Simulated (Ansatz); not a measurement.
The same molecule with X = Ti, Zr, Hf. Ansatz, PBE0-D4/def2-TZVP geometries, multiplicity 1. Each molecule was computed in one conformer, which needn't be the lowest.

Elements past krypton have def2 core potentials. Scalar relativity is left out up to krypton.

```tsv
X	molecule	mean X–Cl bond length / Å	mean X–O bond length / Å	HOMO energy (PBE/def2-TZVPP) / eV	HOMO–LUMO gap (PBE/def2-TZVPP) / eV	HOMO energy (ωB97M-V/def2-TZVPP) / eV
Zr	`[OH][Zr]([OH])([OH])[Cl]`	2.381	1.912	-7.13	6.09	-10.86
Hf	`[OH][Hf]([OH])([OH])[Cl]`	2.378	1.916	-7.15	6.29	-10.91
```

Problem. Give the row for X = Ti, `[OH][Ti]([OH])([OH])[Cl]`. (Estimate.)

Solution. Computed: 
```json
{"X": "Ti", "molecule": "`[OH][Ti]([OH])([OH])[Cl]`", "mean X–Cl bond length / Å": "2.220", "mean X–O bond length / Å": "1.782", "HOMO energy (PBE/def2-TZVPP) / eV": "-7.29", "HOMO–LUMO gap (PBE/def2-TZVPP) / eV": "4.38", "HOMO energy (ωB97M-V/def2-TZVPP) / eV": "-11.03"}
```

From Ti to Hf the mean X–Cl bond length isn't monotonic: highest at Zr, lowest at Ti; the mean X–O bond length rises at each step, by 0.134 Å in all; the HOMO energy (PBE/def2-TZVPP) isn't monotonic: highest at Zr, lowest at Ti; the HOMO–LUMO gap (PBE/def2-TZVPP) rises at each step, by 1.91 eV in all; the HOMO energy (ωB97M-V/def2-TZVPP) isn't monotonic: highest at Zr, lowest at Ti.
